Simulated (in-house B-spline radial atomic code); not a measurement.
A fraction x of an electron is removed from 4d in Rh²⁺, starting from [Kr] 4d7 and keeping the highest spin. Computed with a radial B-spline atomic code at the basis-set limit: scalar-relativistic (X2C) r2SCAN0, spin-polarised, spherical fractional occupations, Fermi nucleus of rms radius 4.4945 fm.

Caution: exact exchange at fractional occupations of open shells leaves self-interaction of up to several eV.

```tsv
x	E(x) - E(0) (eV)	4d down level (eV)
0	0.0000	-23.720
0.02	0.4767	-23.950
0.2	4.9757	-26.046
0.27	6.8278	-26.871
0.49	13.0276	-29.500
0.5	13.3232	-29.621
0.51	13.6200	-29.741
0.7	19.4903	-32.057
0.79	22.4253	-33.167
0.89	25.8040	-34.409
1	29.6646	-35.785
```

The exact functional would give a straight line between the two integer points. Deviations E(x) - E(0) - x[E(1) - E(0)], in eV: -0.117 at x = 0.02, -0.957 at x = 0.2, -1.182 at x = 0.27, -1.508 at x = 0.49, -1.509 at x = 0.5, -1.509 at x = 0.51, -1.275 at x = 0.7, -1.01 at x = 0.79, -0.597 at x = 0.89.

The curve lies below the straight line by up to 1.509 eV (at x = 0.5): convex, the delocalisation error, to which spherically averaged exact exchange adds.

Q: How well does Slater's transition state (minus the level at half occupation) give the ionisation energy?

A: It gives 29.621 eV against 29.665 eV from the two total energies; NIST lists 31.06 eV, ground level to ground level. The end point has an open shell averaged over its orbitals, so its exact exchange keeps a self-interaction and this is no true integer point.
